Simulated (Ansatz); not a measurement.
System: CCl, net charge 0, doublet state. 
Geometry from a B3LYP-D3(BJ)/def2-TZVP (Ansatz, a first-principles code) optimisation:
SMILES: [C]Cl
```xyz
2

C      0.0000     0.0000    -1.2243
Cl     0.0000     0.0000     0.4321
```
Charge 0, spin multiplicity 2.

Computed values are from Ansatz. Valence correlation only, unless marked. UHF or UKS for open shells. Spin-orbit coupling is left out. Non-relativistic. CBS(X,Y): correlation extrapolated as X^-3; Hartree-Fock from the larger set (for Q and 5 zeta extrapolated as (X+1)exp(-9√X)).

```json
{
 "atomisation energy De": "97.3 kcal/mol at CCSD(T)/CBS(cc-pV(Q+d)Z,cc-pV(5+d)Z)",
 "vertical electron affinity (to the triplet; negative means unbound)": "0.93 eV at CCSD(T)/CBS(aug-cc-pV(T+d)Z,aug-cc-pV(Q+d)Z)",
 "total_energy": "-497.6513 Eh at CCSD(T)/CBS(cc-pV(Q+d)Z,cc-pV(5+d)Z)",
 "dipole_moment": "1.43 D at CCSD(T)/aug-cc-pV(D+d)Z",
 "T1 diagnostic": "0.024 at CCSD/cc-pV(5+d)Z"
}
```
